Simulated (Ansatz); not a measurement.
Basis sets compared for Sn16PH28. The state is a doublet with charge 0. Geometry PBE-D4/def2-SVP. Ansatz on 4 threads of AMD EPYC 7R13 on a shared host and a share (37 GiB) of an NVIDIA H100 80GB HBM3; times are rough, and most runs start from earlier orbitals.

Cartesian coordinates in Å:
```
P 1.142 -1.724 -1.556
Sn -1.807 -4.183 0.868
Sn -3.336 -1.637 -2.430
Sn 1.097 -0.034 1.620
Sn 0.108 1.540 -0.523
Sn -2.557 0.386 1.717
Sn 4.429 2.031 -0.390
Sn 1.492 4.593 2.325
Sn 0.701 -3.964 -0.403
Sn 3.889 -0.228 1.199
Sn -0.672 -1.670 -3.360
Sn 2.317 1.999 -2.247
Sn -3.781 -4.095 -1.135
Sn -2.433 -2.235 2.810
Sn -4.063 0.464 -0.689
Sn -0.639 4.032 0.567
Sn 4.041 4.374 1.135
H -1.781 -5.750 1.637
H -4.300 -1.523 -3.881
H 2.134 -2.271 -2.451
H 0.396 -1.627 1.676
H 0.750 0.716 3.156
H -1.156 0.740 -1.424
H -3.350 1.419 2.901
H 6.013 2.019 -1.109
H 1.412 3.455 3.633
H 1.355 6.179 3.022
H 0.859 -5.243 -1.575
H 2.007 -4.116 0.732
H 4.285 -1.701 0.371
H 4.765 -0.210 2.700
H -0.455 -3.046 -4.407
H -0.305 -0.240 -4.278
H 2.477 0.784 -3.476
H 2.136 3.536 -3.043
H -3.632 -5.426 -2.240
H -5.372 -4.157 -0.441
H -3.954 -2.711 3.524
H -1.249 -2.270 4.081
H -5.781 0.325 -0.417
H -3.798 1.994 -1.472
H -2.141 3.992 1.438
H -0.767 5.263 -0.650
H 5.241 4.472 2.389
H 4.282 5.749 0.100
```

In the def2 sets Sn takes a core potential; there is no spin–orbit coupling. Single mean-field runs in def2-SVP, def2-TZVP are fitted with def2-universal-jkfit.

Binding counts from free atoms (P quartet, Sn triplet, H doublet) in the same basis, without a counterpoise term.

| level | functions | energy (Eh) | HOMO (eV) | LUMO (eV) | binding per atom (eV) | wall time |
| --- | --- | --- | --- | --- | --- | --- |
| PBE-D4/def2-SVP | 574 | -3786.8072 | -4.79 | -4.26 | 2.39 | 12 s |
| PBE0-D4/def2-SVP | 574 | -3787.0379 | -5.63 | -3.68 | 2.38 | 15 s |

Question: Estimate the rows for PBE-D4/def2-TZVP (with forces), PBE0-D4/def2-TZVP.

Answer: 
```json
{"level": "PBE-D4/def2-TZVP (with forces)", "functions": "1005", "energy (Eh)": "-3787.0565", "HOMO (eV)": "-4.88", "LUMO (eV)": "-4.34", "binding per atom (eV)": "2.40", "wall time": "26 s"}
{"level": "PBE0-D4/def2-TZVP", "functions": "1005", "energy (Eh)": "-3787.2697", "HOMO (eV)": "-5.67", "LUMO (eV)": "-3.72", "binding per atom (eV)": "2.40", "wall time": "34 s"}
```
